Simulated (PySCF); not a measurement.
Si(F)(Me)2(SH) (C₂H₇FSSi), SMILES [Si](S)(F)(C)C.

Coordinates come from a TPSSh-D3(BJ)/def2-SVP optimisation. The structure was generated by enumeration, and PubChem lists no compound with its InChIKey, so it may never have been made. The values are those of a single conformer.

Vertical ionisation energy (IE) and electron affinity (EA) in eV. Rows of orbital energies are one-electron estimates. Where ΔSCF, EOM or ADC give a negative EA the extra electron is unbound and the value depends on the basis.

```csv
level,IE,EA
"−ε(HOMO), −ε(LUMO), HF/def2-TZVP (PySCF)",10.26,-3.07
"−ε(HOMO), −ε(LUMO), PBE/def2-TZVP (PySCF)",…,…
```

Problem. Fill in the missing entries. (The exact figures need the calculation; the answer reports its results.)

Solution. 
- −ε(HOMO), −ε(LUMO), PBE/def2-TZVP (PySCF), IE: 6.14
- −ε(HOMO), −ε(LUMO), PBE/def2-TZVP (PySCF), EA: 0.67
